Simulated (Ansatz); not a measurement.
Consider the formal exchange of groups at a C–Si bond: `CO[SiH2]C` + `CSC(C)C` → `CCSC(C)C` + `CO[SiH3]`.

Gas-phase electronic energies from Ansatz, PBE0-D4/def2-TZVP geometries. CCSD(T)/CBS is the MP2 limit (def2-TZVPP, def2-QZVPP) plus CCSD(T) − MP2 in def2-TZVPP, frozen cores. One conformer a species, not always the lowest.

| species | SCS-MP2/def2-TZVPP energy (Eh) |
| --- | --- |
| `CO[SiH2]C` | -445.03583 |
| `CSC(C)C` | -555.79204 |
| `CCSC(C)C` | -595.01606 |
| `CO[SiH3]` | -405.79587 |

(1) Work out ΔE.

Largest T1 diagnostic among the species: 0.011.

Answers

(1) ΔE = (-595.01606) + (-405.79587) − (-445.03583) − (-555.79204) = 0.01594 Eh = +41.9 kJ/mol. CCSD(T)/CBS gives +45.5 kJ/mol.

At CCSD(T), def2-SVP lies −14.2 kJ/mol from the extrapolated value and def2-TZVPP −1.4 kJ/mol. Leaving LDA and LC-ωPBE aside and taking each functional with its dispersion term where it has one, the values, not all of them listed here, spread over 4.8 kJ/mol, from ωB97X-V to r2SCAN-D4.
